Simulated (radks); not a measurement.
The iron ion Fe+, 25 electrons, occupied as [Ar] 3d6 4s1 (the NIST ground configuration).

All-electron calculation, scalar-relativistic Kohn-Sham, LDA (Slater exchange, Perdew-Wang correlation), spin-unpolarised, spherical densities, finite nucleus; Fermi nuclear charge, rms radius 3.7377 fm. Program: a radial shooting solver on a logarithmic mesh with Libxc functionals.

Energy parts (eV):
| part | energy |
|---|---|
| total | -34554.520 |
| kinetic | 34951.627 |
| electron-nucleus | -82483.509 |
| Hartree | 14420.690 |
| exchange-correlation | -1443.327 |

Orbitals (lengths in bohr, moments of r in powers of bohr; <r^-3> diverges for s and p1/2; r(90%) holds 90 % of the orbital's charge):
1s: occ. 2; eigenvalue (eV) -6991.886; <r^4> 0.00005465; <1/r> 25.93; r(90%) 0.105
2s: occ. 2; eigenvalue (eV) -826.3658; <r^4> 0.01247; <1/r> 5.546; r(90%) 0.415
2p: occ. 6; eigenvalue (eV) -706.4855; <r^4> 0.009505; <r^-3> 480.0; <1/r> 5.449; r(90%) 0.386
3s: occ. 2; eigenvalue (eV) -102.1193; <r^4> 0.9499; <1/r> 1.746; r(90%) 1.22
3p: occ. 6; eigenvalue (eV) -68.5446; <r^4> 1.346; <r^-3> 60.17; <1/r> 1.606; r(90%) 1.33
3d: occ. 6; eigenvalue (eV) -16.2737; <r^4> 7.275; <r^-3> 5.002; <1/r> 1.221; r(90%) 1.95
4s: occ. 1; eigenvalue (eV) -12.6269; <r^4> 108.9; <1/r> 0.4846; r(90%) 4.01

The highest occupied level is 4s at -12.627 eV. The density falls to 0.001 e/bohr^3 at r = 3.87 bohr. Summed over all electrons, <r^2> = 25.42 bohr^2, which gives a Langevin (diamagnetic) susceptibility term of -20.1 x 10^-6 cm^3/mol. For comparison, the ionisation energy in NIST's Atomic Spectra Database is 16.199 eV (measured). In exact Kohn-Sham theory the highest level is minus the ionisation energy, but local and semilocal functionals leave it too shallow, through self-interaction and a potential that decays too fast; potentials with the right tail come closer.

Beside tabulated values, note that spin-unpolarised runs miss the spin-polarisation part of the exchange energy of open shells.
